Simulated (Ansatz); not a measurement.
A short molecular-dynamics run on C2H3FSn (`F[C]1=[CH][SnH2]1`).

```yaml
crystal:
  periodic: [false, false, false]
  atoms:
    - {symbol: F, position_ang: [0.934348, -1.531265, 1.585198]}
    - {symbol: C, position_ang: [0.445675, -0.729489, 0.647623]}
    - {symbol: C, position_ang: [0.477930, -0.774924, -0.671581]}
    - {symbol: Sn, position_ang: [-0.578149, 0.950343, -0.033032]}
    - {symbol: H, position_ang: [0.885877, -1.435249, -1.427863]}
    - {symbol: H, position_ang: [-2.276831, 0.977989, -0.076911]}
    - {symbol: H, position_ang: [0.172349, 2.474693, -0.069132]}
basis:
  gaussian: {orbitals: def2-SVP}
hamiltonian: {xc: {name: PBE}, dispersion: d4}
md: {timestep: 2 fs, n_steps: 20, ensemble: nvt_langevin, temperature: 700, initial_velocities: maxwell_boltzmann, friction: 0.01, seed: 184}
```

```sh
$ ansatz run in.yaml --threads 2 --pin off --events-out ev --progress --plain --max-ram 4352MiB
```

```tsv
step	time (fs)	potential energy (eV)	kinetic (eV)	T (K)	conserved (eV)
0	0.0	-10658.6488	0.5429	600	–
1	2.0	-10658.4814	0.3838	424	–
2	4.0	-10658.4665	0.4392	485	–
3	6.0	-10658.4081	0.4379	484	–
4	8.0	-10658.4088	0.4462	493	–
5	10.0	-10658.3936	0.3796	420	–
6	12.0	-10658.2512	0.2753	304	–
7	14.0	-10658.3254	0.3156	349	–
8	16.0	-10658.3026	0.3305	365	–
9	18.0	-10658.3638	0.3458	382	–
10	20.0	-10658.4214	0.4306	476	–
11	22.0	-10658.3202	0.3969	439	–
12	24.0	-10658.3574	0.4366	482	–
13	26.0	-10658.3510	0.5864	648	–
14	28.0	-10658.3578	0.5828	644	–
15	30.0	-10658.3458	0.5895	652	–
16	32.0	-10658.2021	0.4488	496	–
17	34.0	-10658.1918	0.4679	517	–
18	36.0	-10658.1909	0.5064	560	–
19	38.0	-10658.2482	0.5659	625	–
20	40.0	-10658.3233	0.7520	831	–
```

Velocities are drawn at the set temperature; a run this short doesn't reach equilibrium.

Frames (Å, forces in eV/Å):

```xyz
7
time=0.0 fs
F     0.934   -1.531    1.585    0.122   -0.203    0.359
C     0.446   -0.729    0.648    0.191   -0.313    0.969
C     0.478   -0.775   -0.672    0.030   -0.043   -0.815
Sn   -0.578    0.950   -0.033   -0.390    0.634   -0.008
H     0.886   -1.435   -1.428    0.219   -0.356   -0.467
H    -2.277    0.978   -0.077   -0.323   -0.004   -0.020
H     0.172    2.475   -0.069    0.151    0.285   -0.018
7
time=2.0 fs
F     0.937   -1.530    1.566    0.379   -0.381    0.603
C     0.473   -0.716    0.638   -0.245   -0.123    1.952
C     0.458   -0.772   -0.663   -0.362    0.922   -0.663
Sn   -0.580    0.947   -0.030    0.399    1.114    0.102
H     0.897   -1.390   -1.372    0.902   -1.536   -1.906
H    -2.226    0.984   -0.072   -1.115   -0.009   -0.045
H     0.179    2.492   -0.032    0.042    0.013   -0.043
7
time=4.0 fs
F     0.945   -1.531    1.547    0.578   -0.495    0.811
C     0.500   -0.701    0.633   -0.491   -0.113    2.492
C     0.440   -0.769   -0.658    0.869   -0.531   -2.976
Sn   -0.582    0.943   -0.027    0.580    1.565    0.177
H     0.941   -1.413   -1.387   -0.166   -0.213   -0.380
H    -2.218    0.984   -0.079   -1.281    0.000   -0.045
H     0.192    2.505    0.011   -0.089   -0.213   -0.078
7
time=6.0 fs
F     0.956   -1.532    1.530    0.787   -0.692    1.134
C     0.528   -0.685    0.637   -0.728   -0.150    1.576
C     0.427   -0.768   -0.661    1.917   -1.553   -3.712
Sn   -0.583    0.939   -0.025    0.011    1.859    0.182
H     0.981   -1.447   -1.431   -1.135    0.888    0.946
H    -2.260    0.981   -0.098   -0.619    0.011   -0.007
H     0.213    2.509    0.059   -0.233   -0.363   -0.119
7
time=8.0 fs
F     0.968   -1.533    1.518    0.978   -0.961    1.482
C     0.554   -0.670    0.649   -1.069   -0.159   -0.532
C     0.421   -0.772   -0.677    2.009   -1.211   -1.986
Sn   -0.585    0.934   -0.023   -0.741    1.849    0.123
H     0.970   -1.437   -1.460   -1.127    0.819    1.001
H    -2.328    0.982   -0.118    0.259    0.013    0.060
H     0.230    2.498    0.104   -0.309   -0.350   -0.148
7
time=10.0 fs
F     0.982   -1.536    1.512    1.008   -1.009    1.562
C     0.576   -0.656    0.661   -1.265   -0.381   -2.337
C     0.423   -0.777   -0.698    1.055    0.418    1.241
Sn   -0.586    0.930   -0.020   -1.231    1.619    0.005
H     0.913   -1.391   -1.451   -0.105   -0.451   -0.440
H    -2.386    0.989   -0.138    0.830   -0.002    0.124
H     0.237    2.474    0.136   -0.292   -0.194   -0.154
7
time=12.0 fs
F     0.999   -1.540    1.510    0.877   -0.759    1.346
C     0.594   -0.642    0.667   -1.200   -0.877   -3.218
C     0.429   -0.780   -0.717    0.169    1.900    3.812
Sn   -0.588    0.926   -0.016   -1.384    1.389   -0.120
H     0.868   -1.371   -1.450    0.769   -1.608   -1.832
H    -2.411    0.995   -0.149    1.023   -0.013    0.163
H     0.242    2.451    0.160   -0.254   -0.031   -0.150
7
time=14.0 fs
F     1.018   -1.544    1.512    0.659   -0.342    0.973
C     0.608   -0.630    0.668   -0.925   -1.484   -3.187
C     0.434   -0.778   -0.723    1.203    0.419    2.114
Sn   -0.591    0.925   -0.012   -1.246    1.317   -0.172
H     0.863   -1.422   -1.521   -0.318    0.029    0.252
H    -2.395    0.992   -0.151    0.870   -0.003    0.175
H     0.252    2.431    0.187   -0.243    0.065   -0.155
7
time=16.0 fs
F     1.039   -1.548    1.517    0.410    0.107    0.531
C     0.620   -0.624    0.660   -0.588   -1.969   -2.474
C     0.444   -0.774   -0.719    1.621   -0.667    0.497
Sn   -0.593    0.924   -0.008   -0.761    1.260   -0.150
H     0.850   -1.478   -1.576   -0.831    1.131    1.606
H    -2.347    0.983   -0.151    0.390    0.016    0.160
H     0.265    2.413    0.214   -0.240    0.122   -0.170
7
time=18.0 fs
F     1.058   -1.551    1.525    0.167    0.533    0.027
C     0.632   -0.622    0.644   -0.294   -2.232   -1.169
C     0.460   -0.770   -0.711    1.329   -0.772   -0.268
Sn   -0.595    0.924   -0.004    0.099    1.154   -0.053
H     0.817   -1.488   -1.571   -0.652    1.128    1.548
H    -2.281    0.968   -0.154   -0.419    0.029    0.111
H     0.276    2.397    0.238   -0.228    0.160   -0.195
7
time=20.0 fs
F     1.076   -1.551    1.534   -0.021    0.833   -0.454
C     0.647   -0.625    0.621   -0.099   -2.171    0.589
C     0.478   -0.767   -0.705    0.595    0.043   -0.263
Sn   -0.596    0.926   -0.001    1.028    1.021    0.095
H     0.770   -1.459   -1.519   -0.053    0.086    0.216
H    -2.225    0.961   -0.165   -1.248    0.014    0.041
H     0.281    2.387    0.255   -0.201    0.174   -0.225
7
time=22.0 fs
F     1.096   -1.547    1.543   -0.148    0.976   -0.848
C     0.664   -0.633    0.596    0.027   -1.827    2.481
C     0.498   -0.765   -0.700   -0.201    1.259    0.019
Sn   -0.596    0.927    0.003    1.415    0.863    0.210
H     0.726   -1.435   -1.469    0.553   -1.405   -1.619
H    -2.210    0.960   -0.180   -1.459   -0.021    0.011
H     0.280    2.387    0.265   -0.186    0.155   -0.254
7
time=24.0 fs
F     1.114   -1.541    1.555   -0.211    0.979   -1.120
C     0.683   -0.646    0.578    0.106   -1.371    4.176
C     0.517   -0.761   -0.697   -0.173    0.119   -2.464
Sn   -0.595    0.928    0.009    0.931    0.695    0.207
H     0.709   -1.469   -1.487    0.296   -0.481   -0.607
H    -2.246    0.962   -0.201   -0.759   -0.062    0.079
H     0.273    2.395    0.269   -0.189    0.121   -0.271
7
time=26.0 fs
F     1.128   -1.532    1.569   -0.169    0.798   -1.200
C     0.706   -0.665    0.573   -0.087   -0.805    4.480
C     0.533   -0.759   -0.699   -0.046   -1.241   -4.093
Sn   -0.593    0.930    0.015    0.172    0.380    0.106
H     0.705   -1.534   -1.518    0.033    0.847    0.771
H    -2.317    0.969   -0.232    0.284   -0.093    0.208
H     0.264    2.407    0.258   -0.186    0.114   -0.271
7
time=28.0 fs
F     1.139   -1.522    1.582   -0.024    0.436   -1.020
C     0.735   -0.685    0.583   -0.664   -0.139    2.571
C     0.549   -0.761   -0.716    0.049   -1.300   -2.379
Sn   -0.591    0.933    0.023   -0.238   -0.215   -0.033
H     0.708   -1.578   -1.510    0.034    1.063    0.799
H    -2.377    0.969   -0.264    0.945   -0.096    0.310
H     0.242    2.414    0.236   -0.102    0.252   -0.248
7
time=30.0 fs
F     1.148   -1.513    1.591    0.184   -0.069   -0.580
C     0.760   -0.703    0.600   -1.371    0.617   -0.325
C     0.567   -0.767   -0.744    0.050   -0.118    1.237
Sn   -0.588    0.936    0.031   -0.251   -0.846   -0.159
H     0.716   -1.584   -1.467    0.234    0.084   -0.312
H    -2.401    0.956   -0.293    1.166   -0.067    0.364
H     0.217    2.425    0.204   -0.012    0.398   -0.226
7
time=32.0 fs
F     1.156   -1.507    1.598    0.363   -0.529   -0.093
C     0.777   -0.717    0.615   -1.846    1.282   -2.609
C     0.585   -0.770   -0.773   -0.062    1.121    4.106
Sn   -0.584    0.939    0.039    0.006   -1.208   -0.230
H     0.725   -1.587   -1.436    0.440   -1.018   -1.326
H    -2.391    0.936   -0.303    1.106   -0.028    0.365
H     0.199    2.446    0.156   -0.007    0.380   -0.213
7
time=34.0 fs
F     1.164   -1.502    1.608    0.397   -0.660    0.063
C     0.789   -0.726    0.622   -1.945    1.558   -3.530
C     0.604   -0.765   -0.788    0.148   -0.195    3.819
Sn   -0.580    0.941    0.047    0.467   -1.224   -0.215
H     0.744   -1.639   -1.457    0.219    0.312   -0.253
H    -2.349    0.910   -0.291    0.779   -0.003    0.305
H     0.186    2.476    0.087   -0.065    0.212   -0.189
7
time=36.0 fs
F     1.171   -1.498    1.619    0.261   -0.397   -0.252
C     0.794   -0.729    0.616   -1.712    1.382   -3.148
C     0.626   -0.757   -0.791    0.249   -1.524    2.756
Sn   -0.575    0.942    0.054    1.222   -0.965   -0.127
H     0.770   -1.687   -1.489    0.027    1.589    0.744
H    -2.281    0.878   -0.261    0.105   -0.018    0.170
H     0.168    2.512    0.012   -0.151   -0.067   -0.144
7
time=38.0 fs
F     1.177   -1.495    1.629    0.033    0.071   -0.858
C     0.793   -0.728    0.597   -1.292    0.990   -1.794
C     0.652   -0.752   -0.788    0.095   -1.630    2.001
Sn   -0.569    0.942    0.061    2.143   -0.610   -0.013
H     0.803   -1.682   -1.487    0.023    1.616    0.753
H    -2.210    0.854   -0.220   -0.811   -0.100   -0.009
H     0.137    2.548   -0.063   -0.190   -0.337   -0.080
7
time=40.0 fs
F     1.180   -1.493    1.637   -0.195    0.534   -1.496
C     0.788   -0.724    0.570   -0.840    0.638    0.190
C     0.681   -0.750   -0.784   -0.330   -0.279    1.876
Sn   -0.562    0.942    0.067    2.626   -0.298    0.034
H     0.840   -1.617   -1.443    0.278    0.128   -0.472
H    -2.171    0.834   -0.184   -1.367   -0.194   -0.123
H     0.094    2.576   -0.143   -0.172   -0.529   -0.008
```

Hardware: 2 threads of an Arm Neoverse V2 on a shared host. Wall time 21 s, peak host memory 0.36 GiB.
